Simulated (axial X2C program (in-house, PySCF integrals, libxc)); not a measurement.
TcBr: bond constants with and without spin–orbit coupling

All values were computed with an in-house relativistic program for diatomic molecules. Spin-free means the one-electron spin-free X2C Hamiltonian; two-component (2c) means X2C with spin–orbit coupling and atomic mean-field two-electron Coulomb and Gaunt terms, so the difference of the two also holds small scalar two-electron terms. Basis: Tc dyall-cv3z [12s12p8d5f3g], Br dyall-cv3z [8s9p6d4f1g] (cores contracted in-house); Gaussian nuclei, density fitting, unrestricted open shells. Masses: Tc 98.907 u, Br 78.918 u.

State, spin-free: M_S = 3, Λ = 0 (beyond evenly filled blocks: 2 × σα, π+α, π-α, δ+α, δ-α); electrons by block: σα: 18, σβ: 16, π+α: 9, π+β: 8, π-α: 9, π-β: 8, δ+α: 3, δ+β: 2, δ-α: 3, δ-β: 2. Fragments: Tc + Br.

State, 2c: Ω = 3 (⟨Sz⟩ = 2.99, ⟨Lz⟩ = 0.01 at PBE0); electrons by block: 1/2: 26, -1/2: 25, 3/2: 11, -3/2: 11, 5/2: 3, -5/2: 2. Fragments: Tc + Br.

```
Hamiltonian    level  Re (Å)  ωe (cm⁻¹)  Be (cm⁻¹)  De (eV)  D0 (eV)  k (mdyn/Å)  μ (D)
  spin-free     PBE0   2.491      243.5     0.0619     3.51     3.50        1.53  -2.26
  spin-free       HF   2.593      226.7    0.05713     2.96     2.95        1.33  -3.74
  spin-free      MP2   2.510      244.0    0.06096     3.33     3.32        1.54    n/a
  spin-free     CCSD   2.520      242.1    0.06048     3.08     3.06        1.52    n/a
  spin-free  CCSD(T)   2.515      243.2    0.06073     3.08     3.07        1.53    n/a
  spin-free      PBE   2.491      237.5    0.06187     3.48     3.46        1.46  -1.64
         2c     PBE0   2.492      243.1    0.06186     3.41     3.39        1.53  -2.25
         2c       HF   2.594      226.4    0.05708     2.80     2.79        1.33  -3.73
         2c      MP2   2.511      243.7    0.06092     3.19     3.17        1.54    n/a
         2c     CCSD   2.521      241.8    0.06043     2.94     2.92        1.51    n/a
         2c  CCSD(T)   2.516      242.9    0.06069     2.94     2.93        1.53    n/a
         2c      PBE   2.492      236.8    0.06182     3.37     3.35        1.45  -1.64
```

Correlated methods: 14 electrons correlated (number of frozen shells: Tc 4 s, 3 p, 1 d; Br 3 s, 2 p, 1 d), 296 virtual spin orbitals or spinors in MP2, 90 natural virtuals in coupled cluster.

Dipoles are positive if Br is the positive end.

Occupations by symmetry block were frozen at the best pattern of an incomplete PBE0 search. Dissociation energies refer to the lowest single-determinant-based atoms at the same level and basis. Density functionals use the spin component along the axis (collinear). CCSD and (T) use frozen natural virtuals with an MP2 correction for the truncation; (T) itself is uncorrected, so its De runs slightly low. PBE0 can misorder states that lie within some tenths of an eV, so this need not be the ground state of the molecule. The nearest other spin-free determinant of the search, M_S = 2, Λ = 0, lies 0.30 eV up at the distance of the search. Without a current term, density functionals place determinants with orbital angular momentum somewhat too high. With several unpaired electrons one determinant need not be a pure state. Open-shell Ω = 0 determinants with evenly filled partner blocks cannot be reached by this program, so the Ω shown need not be the lowest component. At some level and bond length an empty orbital lies below a filled one.

Rough cost a point (2c) on 1 thread(s) of a shared host, integrals apart: PBE0 2.8 s, HF 2.2 s, CCSD(T) 8 s, PBE 1.1 s.

The whole task took 4.6 min on 1 thread of Arm Neoverse V1, on a shared host.
